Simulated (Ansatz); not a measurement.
Program: Ansatz. Geometries: PBE0-D4/def2-TZVP. ΔE: electronic, gas phase. CCSD(T)/CBS is the MP2 limit (def2-TZVPP, def2-QZVPP) plus CCSD(T) − MP2 in def2-TZVPP, frozen cores. DFT in def2-TZVPP. For Ge outer-core shells are correlated without core-valence functions, which leaves a few kJ/mol of doubt a bond. Scalar relativity is left out up to krypton. Each species was taken in one conformer, which may not be the lowest.

`F[Si]1([GeH3])CO1` + `O[Si](F)(Cl)Cl` → `F[Si](Cl)(Cl)[O][GeH3]` + `F[SiH]1CO1`  (cleavage of the Ge–Si bond)

CCSD(T)/CBS gives -27.5 kJ/mol.

Task: Another level gave -33.7 kJ/mol. Which?
A. SCS-MP2/def2-TZVPP
B. CCSD/def2-TZVPP
C. PBE0-D4/def2-TZVPP
D. ωB97X-V/def2-TZVPP

Result: B. CCSD/def2-TZVPP -33.7, PBE0-D4 -13.9, SCS-MP2/def2-TZVPP -41.8, ωB97X-V -29.6 kJ/mol.

Largest T1 diagnostic among the species: 0.013.

In def2-TZVPP, CCSD(T) changes the Hartree–Fock value by +23.7 kJ/mol (the triples alone add +2.5 kJ/mol) and MP2 by +19.9 kJ/mol. From PBE to PBE0 (25 % exact exchange), in def2-TZVPP and without D4, ΔE moves by −6.9 kJ/mol.
